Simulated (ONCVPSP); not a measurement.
# antimony (Sb): excitation energies, all-electron against ONCV

```
Element                 : antimony (Sb)
Generator               : ONCVPSP 4.0.1
Type                    : optimised norm-conserving Vanderbilt (ONCV)
Functional              : PBE
Relativity              : fully relativistic
Frozen core             : [Kr] 4d10
Valence charge          : 5
Reference configuration : 5s2 5p2 (charge +1)
Partial waves           : 5s: rc 2.00 bohr, ncon 3, nbas 7, qcut 2.9 1/bohr, 3 projectors, debl 3.3 Ha; 5p: rc 2.10 bohr, ncon 4, nbas 7, qcut 4.2 1/bohr, 2 projectors, debl 1.2 Ha; d scattering state at 0.44 Ha: rc 2.00 bohr, ncon 4, nbas 7, qcut 5.5 1/bohr, local
Local potential         : the d channel
Core correction         : Teter function, fcfact 2.25, rcfact 1.6
```

Open shells are filled in proportion to 2j + 1.

Energies are relative to the spin-unpolarised reference configuration 5s2 5p2; without spin polarisation the order of configurations can differ from experiment. The d channel is local and has no spin–orbit splitting in the pseudo-atom.

Question: Give the all-electron excitation energy and the error of the potential for: 5s2 5p3; 5s2 5p1; 5s2 5p0; 5s2 5p2.5.

Answer:

| valence configuration | charge | ΔE all-electron (eV) | error AE − PS (meV) |
| --- | --- | --- | --- |
| 5s2 5p3 | 0 | -8.334 | -29 |
| 5s2 5p1 | +2 | 15.989 | -55 |
| 5s2 5p0 | +3 | 40.429 | -261 |
| 5s2 5p2.5 | +0.5 | -5.064 | -9.0 |

Levels in the configuration 5s2 5p0:

```csv
level,all-electron (eV),pseudo (eV)
5s j=1/2,-38.896,-39.204
```

Note: no bound ghost flagged; GHOST(+) flagged for p3/2 at 75.4 eV, s at 160.5 eV.
